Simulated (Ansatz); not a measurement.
BH$_{6}$NOSi, SMILES `OBN[SiH3]`. Total charge 0; spin multiplicity 1.

Z-matrix (Å, degrees):
```
Si
N 1 1.742
H 1 1.487 2 106.6
H 1 1.485 2 111.7 3 -119.1
H 1 1.484 2 111.6 3 119.1
B 2 1.410 1 125.7 3 -179.6
H 2 1.007 1 117.3 3 0.4
O 6 1.369 2 117.2 1 0.0
H 6 1.201 2 121.4 1 180.0
H 8 0.957 6 113.4 2 180.0
```

Problem. List the harmonic frequencies (cm⁻¹, unscaled) at PBE0-D4/def2-TZVP in Ansatz. (An estimate is asked.)

Solution. Ansatz gave: 101, 140, 207, 494, 525, 563, 692, 717, 799, 920, 942, 952, 968, 987, 1060, 1141, 1335, 1451, 2226, 2233, 2236, 2590, 3654, 3932.

Problem. Is this a minimum?

Solution. Yes, all 24 modes are real.

Problem. Give the ideal-gas thermochemistry at 298.15 K and 1 bar (rigid rotor, harmonic oscillator; point group Cs, symmetry number 1).

Solution. Zero-point energy 184.6 kJ/mol; H(298) − E = 202.8 kJ/mol; entropy 316.9 J/(mol·K), of which translation 162.7, rotation 105.6, vibration 48.7; G(298) − E = 108.3 kJ/mol.

Problem. And at 400, 500, 600, 800 and 1000 K?

Solution. 
```csv
T (K),H − E (kJ/mol),S (J/mol/K),G − E (kJ/mol)
400,213.5,347.8,74.4
500,226.0,375.6,38.2
600,240.1,401.2,-0.6
800,271.8,446.6,-85.5
1000,306.8,485.7,-178.8
```
